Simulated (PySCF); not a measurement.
Cl₂FH₃Si₂, SMILES Cl[SiH]([SiH2]F)Cl. Atoms are numbered in the order given.

```xyz
8

Si     1.7714     0.2058    -0.2320
F      2.6241    -0.6288     0.8823
Si    -0.4753     0.3021     0.4192
Cl    -1.4065     1.4169    -1.0717
Cl    -1.2521    -1.6211     0.4591
H      1.8589    -0.4998    -1.5379
H      2.3431     1.5759    -0.3350
H     -0.7675     0.9419     1.7255
```
Charge 0, spin multiplicity 1.

The structure is a stationary point at B3LYP-D3(BJ)/def2-SVP. The structure was generated by enumeration, and PubChem lists no compound with its InChIKey, so it may never have been made. One conformer was computed; it need not be the lowest.

Level of theory: KT2/pcSseg-1 run with PySCF.

GIAO shieldings, no solvent; atoms listed in one row are averaged. δ = σ(ref) − σ: ²⁹Si against TMS (σ = 361.9 ppm); ¹⁹F against CFCl3 (σ = 127.1 ppm); ³⁵Cl against HCl (σ = 945.4 ppm); ¹H against TMS (σ = 31.47 ppm), references at their B3LYP-D3(BJ)/def2-TZVP geometries, non-relativistic (without spin–orbit terms, shifts of atoms bonded to Cl or Br come out too high).

```json
[
 {"nucleus": "²⁹Si", "atoms": "Si3", "count": "1", "δ (ppm)": "24.4"},
 {"nucleus": "²⁹Si", "atoms": "Si1", "count": "1", "δ (ppm)": "-0.5"},
 {"nucleus": "¹⁹F", "atoms": "F2", "count": "1", "δ (ppm)": "-287.5"},
 {"nucleus": "³⁵Cl", "atoms": "Cl5", "count": "1", "δ (ppm)": "74.2"},
 {"nucleus": "³⁵Cl", "atoms": "Cl4", "count": "1", "δ (ppm)": "60.6"},
 {"nucleus": "¹H", "atoms": "H8", "count": "1", "δ (ppm)": "6.63"},
 {"nucleus": "¹H", "atoms": "H6, H7", "count": "2", "δ (ppm)": "5.71"}
]
```
